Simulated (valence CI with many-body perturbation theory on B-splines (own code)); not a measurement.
# Which ion has this spectrum?

A relativistic CI+MBPT calculation for an atom or ion with 49 electrons gives these levels (cm⁻¹):

| J | Parity | E | g |
| --- | --- | --- | --- |
| 1/2 | odd | 0.0 | 0.67 |
| 3/2 | odd | 9231 | 1.33 |
| 1/2 | even | 69200 | 2.65 |
| 3/2 | even | 73506 | 1.73 |
| 5/2 | even | 78029 | 1.57 |
| 3/2 | even | 92620 | 0.82 |
| 5/2 | even | 94660 | 1.23 |
| 1/2 | even | 109706 | 1.28 |
| 1/2 | even | 119116 | 1.42 |
| 3/2 | even | 120350 | 1.30 |
| 3/2 | even | 127839 | 0.82 |
| 5/2 | even | 128631 | 1.20 |
| 1/2 | even | 133924 | 2.00 |
| 1/2 | odd | 161600 | 0.67 |

The energies are calculated, with errors of about 290 cm⁻¹, more in some levels.

Problem. Which is it?
A. Te3+
B. Xe5+
C. In
D. Sn+

Solution. A. Te3+, ground level 5s2.5p 2P°_1/2.
